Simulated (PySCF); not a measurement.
# Potential energy of MgCd⁺ along the bond

Set-up: basis Mg cc-pVDZ, Cd cc-pVDZ-PP with ECP28; scalar-relativistic core potentials; PySCF 2.14. Energies in eV from Mg⁺ + Cd in their ground configurations at the same level. State: ²Σ⁺ (doublet), unpaired electrons σ ↑.

All columns are B3LYP. A positive dipole points towards Cd; it is taken about the centre of mass and depends on that origin.

```csv
R (Å),E (eV),μ (D),Mulliken charge on Mg (basis-dependent),HOMO (eV),LUMO (eV),Mayer bond order,⟨S²⟩
2.522,-0.627,-4.97,0.75,-10.26,-8.43,0.57,0.76
2.640,-0.777,-5.29,0.78,-10.31,-8.49,0.51,0.76
2.757,-0.860,-5.62,0.81,-10.36,-8.56,0.46,0.76
2.845,-0.891,-5.88,0.81,-10.40,-8.61,0.44,0.76
2.933,-0.902,-6.15,0.82,-10.45,-8.66,0.42,0.76
3.021,-0.899,-6.43,0.82,-10.49,-8.71,0.41,0.76
3.138,-0.877,-6.81,0.82,-10.54,-8.77,0.39,0.76
3.285,-0.834,-7.31,0.81,-10.60,-8.85,0.38,0.76
3.461,-0.770,-7.92,0.80,-10.67,-8.94,0.37,0.76
3.696,-0.678,-8.76,0.79,-10.73,-9.05,0.37,0.76
```

A fit through these points gives, at Re = 2.952 Å, μ = -6.21 D and dμ/dR = -3.13 D/Å; the reduced mass is 19.81 u.

How strong is the fundamental in the double-harmonic approximation, I = 42.26·(dμ/dR)²/μred km/mol?

I = 42.26·(-3.13)²/19.81 = 20.9 km/mol at B3LYP.

Spin–orbit coupling is left out. For an ion De counts to the pair picked by the measured ionisation energies or electron affinities, which need not be the lowest pair at this level. The state is the lowest determinant that a PBE0 search found; another state may lie lower at other levels.
